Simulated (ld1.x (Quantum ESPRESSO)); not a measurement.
# Ranking TM potentials for Zr (Z = 40)

All share these settings but for the change named:

zirconium, norm-conserving Troullier–Martins (Kleinman–Bylander form), made with ld1.x (Quantum ESPRESSO) 7.5 (PBE, scalar-relativistic). Core [Kr], reference 4d2 5s1.75 5p0 (charge +0.25). Waves: 5s (bound): rc 2.75 bohr; 4d (bound): rc 2.10 bohr; 5p (bound, empty): rc 3.25 bohr. Local part: the p channel. Core correction: a·sin(br)/r model core inside 2.15 bohr.

Test errors are all-electron minus pseudo excitation energies from the reference, over 4d2 5s2 5p0; 4d2 5s1 5p0; 4d2 5s0 5p0; 4d2 5s1 5p1; 4d2.5 5s1.5 5p0; 4d3 5s0 5p0; 4d2 5s1.5 5p0. None of these files shows a bound ghost.

The base gives 118.3 meV.

Of 6 variants that were run, those that failed, showed a ghost or another fault, or gave nearly equal values are left out.

A variant can come out equal or close to the base, since the largest error may sit in a test that the change hardly touches while other tests move.

(1) Rank these variants by their largest absolute test error, smallest first.
A. wave 4d (bound): rc 2.10 bohr becomes 4d (bound): rc 2.78 bohr
B. wave 4d (bound): rc 2.10 bohr becomes 4d (bound): rc 2.12 bohr
C. wave 4d (bound): rc 2.10 bohr becomes 4d (bound): rc 3.06 bohr

Results:

(1) C (79.4 meV), A (98.1 meV), B (117.6 meV).
